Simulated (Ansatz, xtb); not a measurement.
Molecule: HgI, charge 0, multiplicity 2. The spin state was set by rule; other spins were not relaxed. SMILES of the parent species: [I][Hg]
Geometry from a B3LYP-D3(BJ)/def2-TZVP (Ansatz, an electronic-structure program) optimisation:
```
Hg
I 1 2.8364
```
Charge 0, spin multiplicity 2.

Harmonic wavenumbers from GFN2-xTB (xtb, at its own minimum), cm⁻¹: 82.

**Question.** Give the harmonic wavenumbers at B3LYP-D3(BJ)/def2-TZVP (Ansatz, finite differences of forces, unscaled).

**Answer.** 109 cm⁻¹. Zero-point energy 0.2 kcal/mol.

**Question.** From these and the geometry, give the ideal-gas thermochemistry at 298.15 K and 1 atm (rigid rotor, harmonic oscillator).

**Answer.** Point group C∞v, rotational symmetry number 1. Rotational constants 0.8081, 0.8081 GHz. S(trans) 43.25, S(rot) 19.77, S(vib) 3.29, S(elec, spin only) 1.38, S 67.7 cal/(mol K). H(298) - H(0) 2.52 kcal/mol; G - E(el) -17.5 kcal/mol.
